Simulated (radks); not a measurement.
Values are calculated unless marked as measured or tabulated.
Task: All-electron atom: Eu VIII in [Kr] 4d10 4f5 5s2 5p3. Level of theory: scalar-relativistic Kohn-Sham, PBE, spin-polarised, spherical densities, finite nucleus; open shells are filled with parallel spins first (spin-orbit coupling, left out, can overturn this in heavy ions); Fermi nuclear charge, rms radius 5.1115 fm (a radial shooting solver on a logarithmic mesh with Libxc functionals). Some entries of the table are withheld. Estimate them.

| orbital | occ. | eigenvalue (eV) | r(max) (bohr) |
|---|---|---|---|
| 1s up | 1 | -48469.02 | 0.01420 |
| 1s down | 1 | -48468.74 | 0.01420 |
| 2s up | 1 | -8048.311 | 0.08056 |
| 2s down | 1 | -8048.137 | 0.08056 |
| 2p up | 3 | -7182.896 | 0.06513 |
| 2p down | 3 | -7182.640 | 0.06513 |
| 3s up | 1 | -1855.607 | 0.2289 |
| 3s down | 1 | -1853.335 | 0.2288 |
| 3p up | 3 | -1586.208 | 0.2245 |
| 3p down | 3 | -1583.915 | 0.2244 |
| 3d up | 5 | -1225.625 | 0.1839 |
| 3d down | 5 | -1223.817 | 0.1838 |
| 4s up | 1 | -454.3803 | 0.5266 |
| 4s down | 1 | -449.0650 | 0.5266 |
| 4p up | 3 | -365.3300 | 0.5492 |
| 4p down | 3 | -360.0265 | 0.5492 |
| 4d up | 5 | -241.0859 | 0.5705 |
| 4d down | 5 | -235.6861 | 0.5704 |
| 5s up | 1 | (1) | 1.179 |
| 5s down | 1 | (2) | 1.179 |
| 5p up | 3 | -112.9063 | 1.294 |
| 5p down | 0 | -106.9106 | 1.301 |
| 4f up | 5 | -105.5657 | 0.5723 |
| 4f down | 0 | -99.7710 | 0.5719 |

Result: 
(1) 5s up eigenvalue (eV): -138.1500
(2) 5s down eigenvalue (eV): -131.7785
